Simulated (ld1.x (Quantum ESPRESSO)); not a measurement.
**u(r) = r·R(r): atom against pseudo-atom (hafnium (Hf))**

Columns: radius, all-electron u(r) and pseudo u(r) of the 5d shell (level -5.81 eV) of hafnium in the configuration [Xe] 4f14 5d2 6s1.5 6p0; PBE, scalar-relativistic, TM scheme, ld1.x (Quantum ESPRESSO) 7.5.

| r (bohr) | all-electron | pseudo |
| --- | --- | --- |
| 0.195 | 0.0646 | 0.0057 |
| 0.390 | -0.2782 | 0.0422 |
| 0.585 | -0.1209 | 0.1269 |
| 0.780 | 0.1681 | 0.2552 |
| 0.975 | 0.4025 | 0.4029 |
| 1.170 | 0.5542 | 0.5378 |
| 1.365 | 0.6374 | 0.6348 |
| 1.560 | 0.6722 | 0.6843 |
| 1.755 | 0.6755 | 0.6925 |
| 1.950 | 0.6594 | 0.6729 |
| 2.145 | 0.6319 | 0.6392 |
| 2.340 | 0.5982 | 0.6008 |
| 2.535 | 0.5616 | 0.5620 |
| 2.730 | 0.5239 | 0.5239 |
| 2.925 | 0.4864 | 0.4864 |
| 3.120 | 0.4496 | 0.4496 |
| 3.315 | 0.4140 | 0.4140 |
| 3.510 | 0.3800 | 0.3800 |
| 3.705 | 0.3476 | 0.3476 |
| 3.900 | 0.3171 | 0.3171 |
| 4.095 | 0.2886 | 0.2886 |
| 4.290 | 0.2621 | 0.2621 |
| 4.485 | 0.2376 | 0.2376 |
| 4.680 | 0.2151 | 0.2151 |
| 4.875 | 0.1945 | 0.1945 |
| 5.070 | 0.1757 | 0.1757 |

(1) How many radial nodes do the two functions have?

(2) At about which radius was the pseudo-wave matched?

(3) Is the pseudo-wave norm-conserving?

Answers

(1) The all-electron 5d function has n − l − 1 = 2; the pseudo-wave has 0, since the states of the same l below it are removed with the core.

(2) 2.95 bohr. The columns agree to 0.0005 from 2.54 bohr on; several derivatives are matched, so the curves merge somewhat inside the radius.

(3) Yes: the TM scheme keeps the norm inside the radius equal to the all-electron one, which fixes the energy derivative of the logarithmic derivative at the level.
